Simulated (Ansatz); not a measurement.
A made-up structure of B2H3ClO, closed shell:

```xyz
7
angstrom
O 0.2299 1.5409 0.2485
B -0.1797 0.3946 -0.3442
B -0.0469 -1.0798 0.4667
Cl 1.3943 -2.0437 0.2293
H 0.1215 2.3193 -0.3044
H 0.1942 -1.8873 -0.3158
H -0.8819 -1.5734 1.1664
```

It is relaxed with PBE-D4/def2-SVP and then PBE0-D4/def2-TZVP (Ansatz 0.2.0). Atoms count as bonded within 1.22 times the sum of their covalent radii (H–H: 0.88 Å). The end point is not checked to be a true minimum.

(1) Does its bonding change? (Judge from chemistry; the calculation decides.)

## Answers

(1) Computed: Yes. Formed: B2–Cl4; broken: B3–Cl4, Cl4–H6.

Where it ends: The first stage lowers the energy by 5.56 eV in 24 steps. It ends as B₂H₃ClO ([BH2][B]([OH])[Cl]):
| atom | x (Å) | y (Å) | z (Å) |
| --- | --- | --- | --- |
| O1 | -0.0231 | 1.2673 | -0.0278 |
| B2 | 0.3895 | -0.0011 | 0.1358 |
| B3 | -0.5731 | -1.3636 | 0.2564 |
| Cl4 | 2.1416 | -0.3539 | 0.2459 |
| H5 | 0.6941 | 1.9089 | -0.0742 |
| H6 | -0.8588 | -2.0114 | -0.7082 |
| H7 | -0.9387 | -1.7755 | 1.3187 |

Labels in which every atom is bracketed show which atoms are joined, not bond orders.

For scale, one of the runs: PBE0-D4/def2-TZVP relaxation, 148 basis functions, launched by `ansatz run in.yaml --threads 2 --pin off --events-out ev --progress --plain --max-ram 4352MiB`. The run took about 25 s on 2 CPU threads of an Arm Neoverse V1 (shared host).
